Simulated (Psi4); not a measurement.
C6H12O3, charge -1, doublet, at a GFN2-xTB geometry (a state made from the parent by changing its charge; the spin is typed, not shown lowest) (a gas-phase anion, which may not be bound at this level); Psi4 with BLYP/STO-3G.

Input for Psi4:
```
memory 2 GB

molecule {
-1 2
  C     3.02837726    1.25865863   -0.05567488
  O     2.29640563    0.08432616    0.12022640
  C     0.93807368    0.23940587   -0.27244349
  C     0.07635208   -0.94151080    0.20697621
  C     0.64890599   -2.27225044   -0.28082145
  O    -1.22178217   -0.80629368   -0.25992180
  C    -2.02140714    0.29773754    0.38483942
  C    -2.89369560    0.88273900   -0.72117115
  O    -1.42644936    1.05132083    1.24070842
  H     2.60311937    2.08780157    0.52644175
  H     3.05648339    1.56331056   -1.11362965
  H     4.04599172    1.06045452    0.28582399
  H     0.87469961    0.31877746   -1.37015341
  H     0.50312279    1.14118400    0.17682840
  H     0.08505485   -0.91437779    1.31128330
  H     0.05923354   -3.09604081    0.11496539
  H     0.60847695   -2.30701069   -1.36794039
  H     1.68132179   -2.36573447    0.04646379
  H    -2.32546185    1.47554106   -1.46012803
  H    -3.64155625    1.53684625   -0.27183403
  H    -3.39551642    0.07574331   -1.25645332
}

set basis sto-3g
set reference uks
set cholesky_tolerance 1e-3
set scf_type cd

energy('blyp')
print_variables()
```

What the program printed (banner, timings and long lists left out):

```
   => Loading Basis Set <=

    Name: STO-3G
    Role: ORBITAL
    Keyword: BASIS

         ---------------------------------------------------------
                                   SCF
               by Justin Turney, Rob Parrish, Andy Simmonett
                          and Daniel G. A. Smith
                              UKS Reference
         ---------------------------------------------------------

  ==> Geometry <==

    Molecular point group: c1
    Full point group: C1

    Geometry (in Angstrom), charge = -1, multiplicity = 2:

       Center              X                  Y                   Z               Mass
    ------------   -----------------  -----------------  -----------------  -----------------
         C            3.059575851981     1.263001938250    -0.088522524629    12.000000000000
         O            2.327604221981     0.088669468250     0.087378755371    15.994914619570
         C            0.969272271981     0.243749178250    -0.305291134629    12.000000000000
         C            0.107550671981    -0.937167491750     0.174128565371    12.000000000000
         C            0.680104581981    -2.267907131750    -0.313669094629    12.000000000000
         O           -1.190583578019    -0.801950371750    -0.292769444629    15.994914619570
         C           -1.990208548019     0.302080848250     0.351991775371    12.000000000000
         C           -2.862497008019     0.887082308250    -0.754018794629    12.000000000000
         O           -1.395250768019     1.055664138250     1.207860775371    15.994914619570
         H            2.634317961981     2.092144878250     0.493594105371     1.007825032230
         H            3.087681981981     1.567653868250    -1.146477294629     1.007825032230
         H            4.077190311981     1.064797828250     0.252976345371     1.007825032230
         H            0.905898201981     0.323120768250    -1.403001054629     1.007825032230
         H            0.534321381981     1.145527308250     0.143980755371     1.007825032230
         H            0.116253441981    -0.910034481750     1.278435655371     1.007825032230
         H            0.090432131981    -3.091697501750     0.082117745371     1.007825032230
         H            0.639675541981    -2.302667381750    -1.400788034629     1.007825032230
         H            1.712520381981    -2.361391161750     0.013616145371     1.007825032230
         H           -2.294263258019     1.479884368250    -1.492975674629     1.007825032230
         H           -3.610357658019     1.541189558250    -0.304681674629     1.007825032230
         H           -3.364317828019     0.080086618250    -1.289300964629     1.007825032230

  Running in c1 symmetry.

  Rotational constants: A =      0.07914  B =      0.03194  C =      0.02582 [cm^-1]
  Rotational constants: A =   2372.58086  B =    957.56043  C =    773.92016 [MHz]
  Nuclear repulsion =  480.914148466348536

  Charge       = -1
  Multiplicity = 2
  Electrons    = 73
  Nalpha       = 37
  Nbeta        = 36

  ==> Algorithm <==

  SCF Algorithm Type is CD.
  DIIS enabled.
  MOM disabled.
  Fractional occupation disabled.
  Guess Type is SAD.
  Energy threshold   = 1.00e-06
  Density threshold  = 1.00e-06
  Integral threshold = 1.00e-12

  ==> Primary Basis <==

  Basis Set: STO-3G
    Blend: STO-3G
    Number of shells: 39
    Number of basis functions: 57
    Number of Cartesian functions: 57
    Spherical Harmonics?: true
    Max angular momentum: 1

  ==> DFT Potential <==

   => LibXC <=

    Version 7.1.2
    S. Lehtola, C. Steigemann, M. J. T. Oliveira, and M. A. L. Marques,  SoftwareX 7, 1–5 (2018) (10.1016/j.softx.2017.11.002)

   => Composite Functional: BLYP <=

    BLYP GGA Exchange-Correlation Functional

    P.J. Stephens et. al., J. Phys. Chem., 98, 11623-11627, 1994
    B. Miehlich et. al., Chem. Phys. Lett., 157(3), 200-206 1989

    Deriv               =              1
    GGA                 =           TRUE
    Meta                =          FALSE

    Exchange Hybrid     =          FALSE
    MP2 Hybrid          =          FALSE

   => Exchange Functionals <=

    1.0000     XC_GGA_X_B88

   => Correlation Functionals <=

    1.0000     XC_GGA_C_LYP

   => LibXC Density Thresholds  <==

    XC_GGA_C_LYP:  1.00E-14
    XC_GGA_X_B88:  1.00E-15

   => Molecular Quadrature <=

    Radial Scheme          =       TREUTLER
    Pruning Scheme         =           NONE
    Nuclear Scheme         =       TREUTLER

    Blocking Scheme        =         OCTREE
    BS radius alpha        =              1
    Pruning alpha          =              1
    Radial Points          =             75
    Spherical Points       =            302
    Total Points           =         439491
    Total Blocks           =           3253
    Max Points             =            256
    Max Functions          =             53
    Weights Tolerance      =       1.00E-15

  ==> Integral Setup <==

  ==> CDJK: Cholesky-decomposed J/K Matrices <==

    J tasked:                     Yes
    K tasked:                      No
    wK tasked:                     No
    Integrals threads:              1
    Algorithm:                   Core
    Integral Cache:              NONE
    Schwarz Cutoff:             1E-12
    Cholesky tolerance:      1.00E-03
    No. Cholesky vectors:         174

  Minimum eigenvalue in the overlap matrix is 2.0737822081E-01.
  Reciprocal condition number of the overlap matrix is 8.3604180448E-02.
    Using symmetric orthogonalization.

  ==> Pre-Iterations <==

  SCF Guess: Superposition of Atomic Densities via on-the-fly atomic UHF (no occupation information).

   -------------------------
    Irrep   Nso     Nmo
   -------------------------
     A         57      57
   -------------------------
    Total      57      57
   -------------------------

  ==> Iterations <==

                        Total Energy        Delta E     RMS |[F,P]|

   @UKS iter SAD:  -451.39600229926992   -4.51396e+02   0.00000e+00
   @UKS iter   1:  -454.99993653320598   -3.60393e+00   6.48722e-03 ADIIS/DIIS
   @UKS iter   2:  -452.24690797544201    2.75303e+00   2.97549e-02 ADIIS/DIIS
   @UKS iter   3:  -455.07028450530481   -2.82338e+00   4.75758e-03 ADIIS/DIIS
   @UKS iter   4:  -455.11137229475707   -4.10878e-02   1.04428e-03 ADIIS/DIIS
   @UKS iter   5:  -455.11385261960635   -2.48032e-03   2.36194e-04 ADIIS/DIIS
   @UKS iter   6:  -455.11395329314661   -1.00674e-04   7.68146e-05 DIIS
   @UKS iter   7:  -455.11396541389041   -1.21207e-05   2.79307e-05 DIIS
   @UKS iter   8:  -455.11396674324391   -1.32935e-06   1.11883e-05 DIIS
   @UKS iter   9:  -455.11396700908347   -2.65840e-07   1.85463e-06 DIIS
   @UKS iter  10:  -455.11396701642570   -7.34224e-09   6.02602e-07 DIIS
  Energy and wave function converged.

  ==> Post-Iterations <==

   Electrons on quadrature grid:
      Nalpha   =   36.9999962508 ; deviation = -3.749e-06
      Nbeta    =   35.9999950334 ; deviation = -4.967e-06
      Ntotal   =   72.9999912842 ; deviation = -8.716e-06

   @Spin Contamination Metric:   7.989104507E-04
   @S^2 Expected:                7.500000000E-01
   @S^2 Observed:                7.507989105E-01
   @S   Expected:                5.000000000E-01
   @S   Observed:                5.000000000E-01

    Orbital Energies [Eh]
    ---------------------

    Alpha Occupied:

[...]
      37A      0.348095

    Alpha Virtual:

[...]
    Beta Occupied:

[...]
    Beta Virtual:

[...]
    Final Occupation by Irrep:
              A
    DOCC [    36 ]
    SOCC [     1 ]
    NA   [    37 ]
    NB   [    36 ]

  @UKS Final Energy:  -455.11396701642570

   => Energetics <=

    Nuclear Repulsion Energy =            480.9141484663485357
    One-Electron Energy =               -1593.4749340029798077
    Two-Electron Energy =                 720.6927129728035197
    DFT Exchange-Correlation Energy =     -63.2458944525979021
    Empirical Dispersion Energy =           0.0000000000000000
    VV10 Nonlocal Energy =                  0.0000000000000000
    Total Energy =                       -455.1139670164257041

  UHF NO Occupations:
  HONO-2 :   35  A 1.9999198
  HONO-1 :   36  A 1.9997447
  HONO-0 :   37  A 1.0000000
  LUNO+0 :   38  A 0.0002553
  LUNO+1 :   39  A 0.0000802
  LUNO+2 :   40  A 0.0000251
  LUNO+3 :   41  A 0.0000194

Computation Completed

Properties will be evaluated at   0.000000,   0.000000,   0.000000 [a0]

Properties computed using the SCF density matrix

 Multipole Moments:

 ------------------------------------------------------------------------------------
     Multipole            Electronic (a.u.)      Nuclear  (a.u.)        Total (a.u.)
 ------------------------------------------------------------------------------------

 L = 1.  Multiply by 2.5417464519 to convert [e a0] to [Debye]
 Dipole X            :         -1.9649880            4.2448890            2.2799010
 Dipole Y            :         -0.8401997            0.5909522           -0.2492475
 Dipole Z            :          3.7115961           -4.4692599           -0.7576638
 Magnitude           :                                                    2.4153938

 ------------------------------------------------------------------------------------

  Variable Map:
  ----------------------------------------------------------------------------
[...]
  Array Variable Map:
  ----------------------------------------------------------------------------
[...]
[...]
```
